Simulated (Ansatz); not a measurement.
Input and output for BrClH2NSi (`N[Si](Cl)Br`) radical.

```yaml
crystal:
  periodic: [false, false, false]
  atoms:
    - {symbol: N, position_ang: [-0.316250, 0.695143, 0.503625]}
    - {symbol: Si, position_ang: [0.629776, -0.259345, -0.541520]}
    - {symbol: Cl, position_ang: [1.356558, -1.816825, 0.593950]}
    - {symbol: Br, position_ang: [-0.693734, -0.969888, -2.194359]}
    - {symbol: H, position_ang: [-0.020213, 0.866488, 1.451671]}
    - {symbol: H, position_ang: [-0.913937, 1.420426, 0.140332]}
basis:
  gaussian: {orbitals: STO-3G}
magnetization: {spin_polarized: true, initial_magnetization: 3}
hamiltonian: {xc: {name: HSE06}}
accuracy: high
output: {forces: true}
```

```sh
$ ansatz run in.yaml --threads 4 --pin off --events-out ev --progress --plain --max-ram 10444MiB
```

Shortened log:

```
Functional definition: HSE06
733 factors; integrals over basis functions are off by at most 3.5e-8 eV
74 factors; integrals over basis functions are off by at most 1.1e-9 eV
mean field evaluation 1: about -90933.2351 eV, gradient 8.8e0 eV
mean field evaluation 2: about -90926.3837 eV, gradient 2.5e1 eV
mean field evaluation 4: about -90933.2264 eV, gradient 1.0e1 eV
mean field evaluation 8: about -90934.5448 eV, gradient 2.6e-1 eV
mean field evaluation 16: about -90934.5672 eV, gradient 1.3e-3 eV
mean field -90934.56721080 eV, -3341.7837073333 hartree, gradient 1.5e-8 eV, S^2 3.751166; 9 other end points of the search recorded, 0 dependent functions left out
reference -90934.56721293 eV, -3341.7837074117 hartree; 39, 36 occupied and 4, 7 virtual orbitals, 733 factors
Total energy: -90934.56721293 eV, -3341.7837074117 hartree
Atom 0 at    -0.316250     0.695143     0.503625 Å, force    -0.721585     0.334954     0.854591 eV/Å
Atom 1 at     0.629776    -0.259345    -0.541520 Å, force     4.750527     0.428616     2.137834 eV/Å
Atom 2 at     1.356558    -1.816825     0.593950 Å, force     1.708837    -1.275521     2.048412 eV/Å
Atom 3 at    -0.693734    -0.969888    -2.194359 Å, force    -4.820421    -1.711439    -6.884381 eV/Å
Atom 4 at    -0.020213     0.866488     1.451671 Å, force     0.326527     0.855000     2.249362 eV/Å
Atom 5 at    -0.913937     1.420426     0.140332 Å, force    -1.243885     1.368388    -0.405817 eV/Å
Dipole moment:    -0.366573     1.006724    -0.081813 e Å
```

Run time 3.2 s (4 threads of an Arm Neoverse V2 on a shared host); peak host memory 0.38 GiB.
